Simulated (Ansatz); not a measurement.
Ansatz results at the PBE0-D4/def2-TZVP geometry: size of the dipole moment (B3LYP/def2-TZVPP) 2.38 D; LUMO energy (ωB97M-V/def2-TZVPP) 2.25 eV; LUMO energy (B3LYP/def2-TZVPP) 0.46 eV.

Each molecule was computed in one conformer, which needn't be the lowest.

Task: Which molecule gave them?
A. `CN(C)[Si](O)(O)Br`
B. `CN[Si](F)(F)OC`
C. `CC[SiH2]Br`
D. `CC(C)[Si](Cl)(Cl)C(C)C`

Result: D. The others give `CN(C)[Si](O)(O)Br`: 0.09, 2.08, 0.24; `CC[SiH2]Br`: 2.09, 1.81, -0.17; `CN[Si](F)(F)OC`: 1.74, 2.39, 0.57.

B3LYP here is the variant with VWN-RPA as its local correlation; programs differ in this.
